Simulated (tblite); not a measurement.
Torsional barriers computed with GFN2-xTB (tblite), climbing-image nudged elastic band, gas phase; electronic energies of the top image counted from the start geometry. The bands met a force threshold of 0.05 eV/Å; their tops weren't refined or checked by frequencies and can lie a kcal/mol or more above the method's true saddle points. Atom numbers follow the mapped SMILES.

Question: Rank the forward barriers of these bands, lowest first.
A. `[F:1][CH2:2][C:3]([F:4])([F:5])[C:6]([F:7])([F:8])[F:9]`: C2–C3–C6–F8 from 46° to 165°
B. `[SiH3:1][CH2:2][C@@H:3]1[CH2:4][NH:5][SiH2:6][CH2:7]1`: Si1–C2–C3–C4 from -179° to -63°
C. `[SiH3:1][CH2:2][SiH2:3][NH:4][CH:5]1[CH2:6][CH2:7]1`: Si1–C2–Si3–N4 from 50° to 170°

Answer: C (1.2 kcal/mol), A (2.1 kcal/mol), B (2.9 kcal/mol).

| SMILES | ends of the turned bond | barrier (kcal/mol) | end above start (kcal/mol) | dihedral at top (°) | bond at start (Å) | bond at top (Å) | Eyring rate at 298 K (s⁻¹) |
| --- | --- | --- | --- | --- | --- | --- | --- |
| [SiH3]C[SiH2]NC1CC1 | sp3 carbon bound to silicon / SiH2 silicon | 1.2 | 0.3 | 111 | 1.896 | 1.900 | 8 × 10^11 |
| FCC(F)(F)C(F)(F)F | CF2 carbon / CF3 carbon | 2.1 | 0.0 | 105 | 1.556 | 1.567 | 2 × 10^11 |
| [SiH3]C[C@@H]1CN[SiH2]C1 | sp3 carbon bound to silicon / sp3 CH carbon | 2.9 | 0.2 | -120 | 1.525 | 1.537 | 4 × 10^10 |

Rates take the electronic barrier for the free energy of activation. GFN2-xTB barriers can miss by several kcal/mol, and conformer orders can be wrong, so the ranking may change at better levels.
